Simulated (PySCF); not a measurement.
**Electron correlation in Re⁺ (rhenium, charge +1)**

[Xe] 4f14 5d5 6s1, high-spin 7S determinant. Computed with PySCF 2.14 in aug-cc-pVTZ-PP with ECP60MDF, with scalar relativity through the core potential. Frozen: 5s2 5p6; 6 electrons correlated.

```json
{"level": "CCSD", "correlation energy (mhartree)": "-83.39"}
{"level": "(T)", "correlation energy (mhartree)": "-1.76"}
{"level": "CCSD(T)", "correlation energy (mhartree)": "-85.15"}
```

Diagnostics: T1 = 0.0044, D1 = 0.0139, largest double amplitude 0.016.

Cost of the coupled-cluster step: about 17 core-seconds, for 6 correlated electrons.
